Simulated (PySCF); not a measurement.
Nuclear quadrupole coupling in `CC[P@@]1(=S)[C@H](C)[C@@H]1C`

Species: C6H13PS.
Geometry (GFN2-xTB, Å), atoms numbered from 1 in this order:
```
atom  x, y, z in Å
C1     2.8887    1.0325    0.0534
C2     2.1022   -0.1739    0.5458
P3     0.5079   -0.2829   -0.3864
S4     0.5175   -0.4258   -2.3232
C5    -0.8162   -0.9811    0.6761
C6    -1.9191   -1.7797    0.0311
C7    -0.8228    0.5684    0.5467
C8    -1.9345    1.2392   -0.2178
H9     2.3488    1.9532    0.2694
H10    3.0319    0.9685   -1.0243
H11    3.8647    1.0771    0.5324
H12    2.6526   -1.0994    0.3537
H13    1.8799   -0.1066    1.6120
H14   -0.5371   -1.3394    1.6631
H15   -1.9760   -1.5579   -1.0337
H16   -2.8812   -1.5498    0.4877
H17   -1.7293   -2.8452    0.1457
H18   -0.5483    1.0846    1.4627
H19   -1.7693    2.3141   -0.2559
H20   -2.8979    1.0550    0.2564
H21   -1.9713    0.8660   -1.2407
```

Field gradients from the PBE0/pcSseg-1 density (PySCF, non-relativistic), principal values in atomic units, ordered |Vxx| ≤ |Vyy| ≤ |Vzz|:

```tsv
atom	Vxx	Vyy	Vzz
S4	-1.1771	-1.2506	2.4277
```

Task: Find the asymmetry η = (Vxx − Vyy)/Vzz and the couplings χ = eQV/h (234.96 MHz × Q in barn × V in au), with Q(33S) = −0.0678 b.

Result: 
| atom | environment | nucleus | η | χzz (MHz) | χxx (MHz) | χyy (MHz) |
| --- | --- | --- | --- | --- | --- | --- |
| S4 | sulfur bonded to P | 33S | 0.03 | -38.68 | 18.75 | 19.92 |

The gradient is axial or nearly so (η below 0.05) at S4. 

Task: What is Vzz at S4 in SI units (1 au = 9.71736 × 10²¹ V/m²)?

Result: 2.4277 au = 23.591 × 10²¹ V/m².

Task: And the gradient at the other heavy atoms, for which no coupling is worked out here?

Result: 
| atom | environment | Vzz (au) | η |
| --- | --- | --- | --- |
| C1 | methyl carbon | 0.117 | 0.31 |
| C2 | sp3 carbon bound to phosphorus | 0.142 | 0.31 |
| P3 | phosphorus bonded to 3 C and S | 0.376 | 0.82 |
| C5 | sp3 carbon bound to phosphorus | 0.134 | 0.49 |
| C6 | methyl carbon | 0.108 | 0.37 |
| C7 | sp3 carbon bound to phosphorus | 0.133 | 0.45 |
| C8 | methyl carbon | 0.109 | 0.38 |

Task: What couplings would deuterons (Q(2H) = 0.00286 b) have in place of the hydrogens, at this geometry?

Result: 
| atom | bonded to | bond length (Å) | Vzz (au) | η | χzz (kHz) |
| --- | --- | --- | --- | --- | --- |
| H9 | C1 | 1.089 | 0.3104 | 0.04 | 209 |
| H10 | C1 | 1.089 | 0.3039 | 0.03 | 204 |
| H11 | C1 | 1.088 | 0.3147 | 0.03 | 211 |
| H12 | C2 | 1.094 | 0.2998 | 0.02 | 201 |
| H13 | C2 | 1.091 | 0.3065 | 0.02 | 206 |
| H14 | C5 | 1.086 | 0.3189 | 0.07 | 214 |
| H15 | C6 | 1.089 | 0.3026 | 0.04 | 203 |
| H16 | C6 | 1.090 | 0.3120 | 0.02 | 210 |
| H17 | C6 | 1.088 | 0.3138 | 0.03 | 211 |
| H18 | C7 | 1.087 | 0.3190 | 0.07 | 214 |
| H19 | C8 | 1.088 | 0.3140 | 0.03 | 211 |
| H20 | C8 | 1.089 | 0.3121 | 0.02 | 210 |
| H21 | C8 | 1.089 | 0.3020 | 0.04 | 203 |

The structure is a single GFN2-xTB conformer in the gas phase; no vibrational or solvent corrections. GFN2-xTB bond lengths can be off by several hundredths of an ångström, more for odd bonds, and the gradients follow them. The small basis limits the accuracy of the gradients.
